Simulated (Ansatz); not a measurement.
Molecule: CH$_{6}$BO$_{2}$Si, charge -1, multiplicity 1. It need not be the lowest isomer of its formula. Whether it binds its extra electron was not tested at this geometry. 
Structure (B3LYP-D3(BJ)/def2-TZVP (Ansatz, a program for electronic structure) minimum search):
```xyz
11

C     -2.2108     0.5252    -0.1005
Si    -0.7933    -0.7200    -0.6522
B      0.8642     0.0960     0.1857
O      1.2228     1.4417     0.1391
O      1.8821    -0.6988     0.7475
H     -2.2635     0.7074     0.9772
H     -3.1922     0.1681    -0.4304
H     -2.0403     1.4899    -0.5900
H     -0.9571    -1.8074     0.4330
H      2.1080     1.5489     0.5144
H      1.5573    -1.6021     0.8089
```
Charge -1, spin multiplicity 1.

Parts of the frozen-core correlation energy in cc-pV(T+d)Z (Ansatz, hartree). Frozen orbitals: 9; correlated occupied orbitals by spin: 15 and 15; virtual: 219 and 219. Spin-orbit coupling is left out. Non-relativistic.

| term | value |
|---|---|
| reference (HF) | -504.87435 |
| MP2 opposite-spin | -0.68495 |
| MP2 same-spin | -0.21411 |
| CCSD correlation | -0.93735 |
| (T) | -0.03750 |
| T1 diagnostic | 0.014 |
| largest doubles amplitude | 0.044 |
